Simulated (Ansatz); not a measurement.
C3H10BN, SMILES `BCC(C)N`, relaxed with RKS PBE0-D4/def2-TZVP in Ansatz 0.2.0 from a PBE-D4/def2-SVP geometry. The force threshold is 0.005 eV/Å; the program also tests the step.

Total charge 0; spin multiplicity 1.

Start:

```xyz
15

B    -1.956   -0.447    0.843
C    -0.418   -0.270    0.955
C     0.451   -0.313   -0.307
C     0.230    0.942   -1.169
N     1.851   -0.549    0.072
H    -2.472   -0.904   -0.165
H    -2.674   -0.202    1.798
H    -0.136    0.588    1.610
H    -0.159   -1.161    1.592
H     0.130   -1.197   -0.906
H     0.853    0.913   -2.087
H     0.504    1.859   -0.603
H    -0.830    1.046   -1.486
H     2.440   -0.558   -0.772
H     2.186    0.255    0.624
```

```csv
step,energy (eV),largest force (eV/Å),largest move (Å)
1,-5435.1740,0.707,0.000
2,-5435.2269,0.272,0.035
3,-5435.2324,0.112,0.023
4,-5435.2330,0.080,0.017
5,-5435.2335,0.066,0.015
6,-5435.2336,0.090,0.021
7,-5435.2338,0.009,0.007
8,-5435.2338,0.002,0.004
```

End:

```xyz
15

B    -1.935   -0.423    0.821
C    -0.400   -0.285    0.958
C     0.448   -0.322   -0.303
C     0.208    0.920   -1.154
N     1.846   -0.530    0.060
H    -2.438   -0.824   -0.192
H    -2.647   -0.190    1.756
H    -0.125    0.574    1.588
H    -0.139   -1.157    1.587
H     0.142   -1.199   -0.886
H     0.811    0.895   -2.065
H     0.476    1.823   -0.596
H    -0.842    1.006   -1.451
H     2.431   -0.522   -0.768
H     2.165    0.234    0.646
```

Run time 33 s (4 threads of an Arm Neoverse V1 on a shared host); peak host memory 0.56 GiB.
